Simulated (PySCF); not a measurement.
B(H)(NHMe)2 (C2H9BN2), SMILES N(BNC)C. Coordinates come from a PBE-D3(BJ)/def2-SVP optimisation. The structure was generated by enumeration, and PubChem lists no compound with its InChIKey, so it may never have been made. One conformer was computed; it need not be the lowest.

The numbers are results of PBE-D3(BJ)/def2-SVP (PySCF 2.14.0), not measurements.

Harmonic wavenumbers (cm⁻¹): 82, 130, 146, 187, 287, 332, 462, 572, 580, 853, 904, 971, 1049, 1097, 1107, 1125, 1152, 1207, 1292, 1394, 1400, 1403, 1413, 1417, 1432, 1454, 1546, 2521, 2907, 2920, 2970, 2986, 3032, 3064, 3514, 3568. Rotational constants (GHz): 14.71, 2.411, 2.129; symmetry number 1.

Q: Work out the zero-point energy and the ideal-gas rigid-rotor harmonic-oscillator thermochemistry at 298.15 K and 1 atm.

A: ZPE = ½ Σ hcν = ½ × 52474 cm⁻¹ = 75.02 kcal/mol. H − E(el) = 80.19 kcal/mol. Entropy in cal/(mol K): translation 38.74, rotation 25.86, vibration 17.17, total 81.77. G − E(el) = 55.81 kcal/mol. Cp = 26.39 cal/(mol K). Modes under 150 cm⁻¹ make the vibrational entropy uncertain.
